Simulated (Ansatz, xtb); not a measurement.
Isomers of C4H7NSSi in order of energy

4 gas-phase structures of C4H7NSSi, from a drawn sample of its isomers (lower ones may exist). Each was relaxed with GFN2-xTB:

A. `Cc1nc([SiH3])cs1`, a singlet
B. `Cc1ncc([SiH3])s1`, a singlet
C. `Cc1cnc([SiH3])s1`, a singlet
D. `Cc1ncsc1[SiH3]`, a singlet

Task: Which do you expect lowest at r2SCAN-D4/def2-SVP, and how would the others follow?

Result: Calculated order at r2SCAN-D4/def2-SVP: B (0.000), D (0.098), A (0.124), C (0.191) eV. Less than 1 kcal/mol parts D and A, so the order within that pair means little.

Energies above the lowest of each column, in eV; the last columns are at B3LYP/def2-SVP geometries:

```
structure  GFN2-xTB  HF/STO-3G  r2SCAN-D4/def2-SVP  B3LYP/def2-SVP  CCSD(T)/def2-SVP + ΔMP2/def2-TZVPP
        B     0.000      0.000               0.000           0.000                               0.000
        D     0.046      0.081               0.098           0.076                               0.030
        A     0.024      0.021               0.124           0.099                               0.116
        C     0.088      0.056               0.191           0.178                               0.200
```

Every level run on B puts it lowest or level with the lowest. Some further structures that were screened fall inside this span and aren't listed. ΔMP2 is the change of the MP2 energy from the smaller to the larger basis.

Over these structures GFN2-xTB departs from r2SCAN-D4/def2-SVP by 0.038 eV on average once a common shift is removed. A GFN2-xTB relaxation took about 0.27 s and the r2SCAN-D4/def2-SVP energy about 7.5 s on a shared host (Ansatz 0.2.0, xtb 6.7.1).
